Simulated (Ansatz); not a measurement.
System: GeH3 (charge +1, singlet). 
Coordinates optimised at B3LYP-D3(BJ)/def2-TZVP (Ansatz, an electronic-structure program):
```
Ge
H 1 1.5244
H 1 1.5244 2 120.00
H 1 1.5244 2 120.00 3 180.00
```
Charge +1, spin multiplicity 1.

Basis-set convergence of Hartree-Fock and CCSD correlation energies (hartree) with Ansatz. Valence correlation only, unless marked. Spin-orbit coupling is left out. The frozen core is the preceding noble-gas configuration, with the filled d and f shells of earlier blocks. No relativistic terms.

```tsv
basis	functions	E(HF)	E(corr, CCSD)
aug-cc-pVDZ	63	-2076.76297	-0.10748
aug-cc-pVTZ	128	-2076.83564	-0.12334
aug-cc-pVQZ	231	-2076.83926	-0.12740
```

Extrapolating the two largest sets (X = 3 and 4) as X^-3: E(corr) = (64·(-0.12740) - 27·(-0.12334))/37 = -0.1304 Eh, an estimate of the basis-set limit. The largest set recovers 97.7 % of it, the smallest 82.4 %.
